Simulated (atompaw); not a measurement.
An all-electron radial function and its pseudo partner (K)

Columns: radius, all-electron u(r) and pseudo u(r) of the 3p shell (level -18.80 eV) of potassium in the configuration [Ne] 3s2 3p6 4s1 4p0; PBEsol, scalar-relativistic, PAW (atompaw) scheme, atompaw 4.2.0.5.

| r (bohr) | all-electron | pseudo |
| --- | --- | --- |
| 0.067 | -0.1666 | 0.0073 |
| 0.135 | -0.3622 | 0.0292 |
| 0.202 | -0.4347 | 0.0644 |
| 0.269 | -0.3942 | 0.1118 |
| 0.337 | -0.2761 | 0.1707 |
| 0.404 | -0.1197 | 0.2371 |
| 0.471 | 0.0503 | 0.3097 |
| 0.538 | 0.2167 | 0.3858 |
| 0.606 | 0.3713 | 0.4639 |
| 0.673 | 0.5043 | 0.5394 |
| 0.740 | 0.6162 | 0.6108 |
| 0.808 | 0.7077 | 0.6770 |
| 0.875 | 0.7772 | 0.7341 |
| 0.942 | 0.8279 | 0.7818 |
| 1.010 | 0.8623 | 0.8197 |
| 1.077 | 0.8816 | 0.8461 |
| 1.144 | 0.8888 | 0.8616 |
| 1.212 | 0.8858 | 0.8669 |
| 1.279 | 0.8746 | 0.8626 |
| 1.346 | 0.8569 | 0.8501 |
| 1.413 | 0.8340 | 0.8307 |
| 1.481 | 0.8069 | 0.8056 |
| 1.548 | 0.7774 | 0.7770 |
| 1.615 | 0.7459 | 0.7459 |
| 1.683 | 0.7127 | 0.7127 |
| 1.750 | 0.6794 | 0.6794 |

(1) How many radial nodes do the two functions have?

(2) Is the pseudo-wave norm-conserving?

Answers

(1) The all-electron 3p function has n − l − 1 = 1; the pseudo-wave has 0, since the states of the same l below it are removed with the core.

(2) No, it belongs to a PAW set: the norm inside the radius is not constrained, and the difference is carried by the augmentation charge.
